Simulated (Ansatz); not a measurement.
Reaction (ligand exchange at the In–O bond): `[F][In]([SH])[O][SiH3]` + HBr → `[F][In]([SH])[Br]` + `O[SiH3]`

Gas-phase electronic energies from Ansatz, PBE0-D4/def2-TZVP geometries. CBS: MP2 limit from def2 TZ/QZ plus the TZ coupled-cluster correction, frozen cores. Functionals use def2-TZVPP. Elements past krypton have def2 core potentials. For Br, In outer-core shells are correlated without core-valence functions, which leaves a few kJ/mol of doubt a bond. Scalar relativity is left out up to krypton. Each species was taken in one conformer, which may not be the lowest.

```
             level  ΔE (kJ/mol)
         revPBE-D4        -90.9
CCSD(T)/def2-TZVPP        -83.7
```

(1) What does CCSD(T)/CBS give? (Estimate.)

Largest T1 diagnostic among the species: 0.015.

Answers

(1) Computed: -86.7 kJ/mol. The listed levels differ from it by -4.2, 3.0 kJ/mol.

From BLYP to BHLYP (50 % exact exchange), in def2-TZVPP and without D4, ΔE moves by −8.9 kJ/mol. In def2-TZVPP, CCSD(T) changes the Hartree–Fock value by +18.9 kJ/mol (the triples alone add +2.2 kJ/mol) and MP2 by +16.0 kJ/mol. Leaving LDA and LC-ωPBE aside and taking each functional with its dispersion term where it has one, the values, not all of them listed here, spread over 12.2 kJ/mol, from HSE06-D4 to BLYP-D4.
